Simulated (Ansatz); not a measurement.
## Energy profile

The step: SiClF + HCl → SiCl₂ + HF; bonds formed: Si1–Cl5, F2–H3; bonds broken: Si1–F2, H3–Cl5 (atoms numbered as in the saddle structure below).

Si1  (0.872, 0.148, 0.700)
F2  (0.604, 0.013, -1.139)
H3  (-0.271, -0.702, -0.850)
Cl4  (-0.229, 1.896, 0.936)
Cl5  (-0.977, -1.355, 0.353)
(Å)

Electronic energies by CCSD(T) at an estimated basis limit (MP2 extrapolated from triple and quadruple zeta, plus CCSD(T) − MP2 in triple zeta), on PBE0-D4/def2-TZVP structures; SiHCl$_{2}$F, singlet; no counterpoise correction. Computed with Ansatz 0.2.0 (basis: def2-TZVPP and def2-QZVPP); correlated methods freeze the cores. Extrapolation: Hartree–Fock as exp(−7.88 √X), correlation as X^−2.97.

(1) Give the profile in kJ/mol, counted from the separated reactants. (Judge from chemistry; the value comes from the calculation.)

T1 diagnostic: at most 0.014. The restricted Hartree–Fock reference is unstable towards an unrestricted one at one or more of these structures.

## Answers

(1) Computed:
```json
{"point": "separated: SiClF (linked as [F][Si][Cl]; Si1, F2, Cl4; singlet) + HCl (H3, Cl5; singlet)", "kJ/mol": "0.0"}
{"point": "start structure", "kJ/mol": "-10.3"}
{"point": "saddle", "kJ/mol": "70.7"}
{"point": "end structure", "kJ/mol": "27.8"}
{"point": "separated: SiCl$_{2}$ (linked as [Cl][Si][Cl]; Si1, Cl4, Cl5; singlet) + HF (F2, H3; singlet)", "kJ/mol": "40.9"}
```

For scale, one of the runs: CCSD(T)/def2-TZVPP, 171 basis functions, launched by `ansatz run in.yaml --threads 2 --pin off --events-out ev --progress --plain --max-ram 4352MiB`. Time: 42 s of wall clock on 2 CPU threads of an Arm Neoverse V1; the host was shared. Peak host memory: 1.4 GiB.
